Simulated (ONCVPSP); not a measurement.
# scandium (Sc): excitation energies, all-electron against ONCV

```
Element                 : scandium
Generator               : ONCVPSP 4.0.1
Type                    : optimised norm-conserving Vanderbilt (ONCV)
Functional              : LDA (Perdew-Wang 92)
Relativity              : scalar-relativistic
Frozen core             : [Ne] 3s2
Valence charge          : 9
Reference configuration : 3p6 3d1 4s2
Partial waves           : 4s: rc 2.45 bohr, ncon 4, nbas 9, qcut 2.1 1/bohr, 3 projectors, debl 2.2 Ha; 3p: rc 1.70 bohr, ncon 3, nbas 6, qcut 10.3 1/bohr, 3 projectors, debl 3.4 Ha; 3d: rc 2.20 bohr, ncon 4, nbas 9, qcut 6.7 1/bohr, 2 projectors, debl 1.3 Ha
Local potential         : polynomial inside 1.25 bohr (lpopt 4, dvloc0 6 Ha)
Core correction         : Teter function, fcfact 2.5, rcfact 1.15
```

Energies are relative to the spin-unpolarised reference configuration 3p6 3d1 4s2; without spin polarisation the order of configurations can differ from experiment.

(1) Give the all-electron excitation energy and the error of the potential for: 3p6 3d1 4s1; 3p6 3d1 4s0; 3p6 3d0 4s0; 3p6 3d1 4s1.5.

Levels in the configuration 3p6 3d1 4s1.5:

```
level  all-electron (eV)  pseudo (eV)
   3p            -36.920      -36.891
   3d             -6.662       -6.651
   4s             -7.031       -7.031
```

Answers

(1)

| valence configuration | charge | ΔE all-electron (eV) | error AE − PS (meV) |
| --- | --- | --- | --- |
| 3p6 3d1 4s1 | +1 | 7.061 | -0.3 |
| 3p6 3d1 4s0 | +2 | 20.016 | +4.2 |
| 3p6 3d0 4s0 | +3 | 45.110 | +327 |
| 3p6 3d1 4s1.5 | +0.5 | 2.821 | -0.2 |
